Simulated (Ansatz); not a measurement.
Calculated with Ansatz (gas phase, PBE0-D4/def2-TZVP geometries, no zero-point term in ΔE). CBS: MP2 limit from def2 TZ/QZ plus the TZ coupled-cluster correction, frozen cores. DFT in def2-TZVPP. B3LYP here is the variant with VWN-RPA as its local correlation; programs differ in this. For Zn outer-core shells are correlated without core-valence functions, which leaves a few kJ/mol of doubt a bond. Scalar relativity is left out up to krypton. Each species was taken in one conformer, which may not be the lowest.

`CC(C)(C)[O][Zn][F]` + `N[SiH2][SiH2]N` → `CN[SiH2][SiH2]N` + `CC(C)[O][Zn][F]`  (substitution at a C–C bond)

Q: Is it downhill or uphill in electronic energy at CCSD(T)/CBS, and by how much? (Estimate.)

A: Ansatz gave: Uphill: ΔE = +58.5 kJ/mol.

Q: What do these levels give: r2SCAN-D4, B3LYP-D4, PBE0, MP2/def2-TZVPP, SCS-MP2/def2-TZVPP, HF/def2-QZVPP? (Estimate.)

A: Ansatz gave: r2SCAN-D4 55.0, B3LYP-D4 47.6, PBE0 48.3, MP2/def2-TZVPP 61.6, SCS-MP2/def2-TZVPP 56.5, HF/def2-QZVPP 44.0 kJ/mol.

Largest T1 diagnostic among the species: 0.016.

In def2-TZVPP, CCSD(T) changes the Hartree–Fock value by +12.5 kJ/mol (the triples alone add +1.8 kJ/mol) and MP2 by +17.1 kJ/mol. The D4 term adds +3.4 kJ/mol with B3LYP and +1.6 kJ/mol with PBE0; it sums over pairs of atoms, weighted by their polarisabilities, and B3LYP, whose exchange is more repulsive, gets the larger term.
